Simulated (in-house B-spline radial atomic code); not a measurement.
# RPA and G0W0 on LDA exchange-only: neutral nitrogen

Configuration [He] 2s2 2p3, highest spin, mean-field start LDA exchange-only. Computed with a B-spline radial code for spherical atoms: all electrons, scalar-relativistic (spin-free one-electron X2C), finite nucleus, each spin shell either full or empty, empty states to l = 9 with an (l + 1/2)⁻⁴ tail; G0W0 by contour deformation at full frequency.

Command:
```bash
python run_gw.py task.json out
```
Settings (radii: box in bohr, nucleus in fm):
```
Z                        7
electrons                7
configuration            [He] 2s2 2p3
hamiltonian              x2c
method                   lda,
lmax                     9
rms_radius               2.5582
spin_polarised           True
box_radius               40
intervals                75
```

Time taken, with all properties: 2.2 s on 1 thread of Arm Neoverse N1, with other jobs on the host.

Energies (hartree):

```json
{"term": "mean-field total", "value": "-53.73819"}
{"term": "Hartree-Fock functional on these orbitals", "value": "-54.42259"}
{"term": "direct second order", "value": "-0.41878"}
{"term": "second-order exchange", "value": "0.19445"}
{"term": "SOSEX correction", "value": "0.16364"}
```

**Question.** What is the RPA correlation energy, and what remains with SOSEX?

**Answer.** RPA gives -0.34063 hartree (-1.32 eV per electron); RPA + SOSEX gives -0.17699, and the second-order doubles -0.22433 hartree (no singles). SOSEX takes back 48 % of the RPA value.

Quasi-particle levels (eV):

| level | occupied | mean field | Σx - vxc | Σc | QP weight | G0W0 |
| --- | --- | --- | --- | --- | --- | --- |
| 2p up | yes | -7.513 | -8.46 | ? | ? | ? |
| 2p down | no | -2.370 | 5.82 | -3.70 | 0.864 | -0.252 |

G0W0 = mean field + (Σx - vxc) + Σc, with Σc (partial-wave tail included) taken at the quasi-particle energy. Levels of low weight are left out.

**Question.** Where does G0W0 put 2p up?

**Answer.** At -13.475 eV, with Σc = 2.50 eV and a quasi-particle weight of 0.689. The tabulated removal energy is 14.534 eV (NIST, measured).
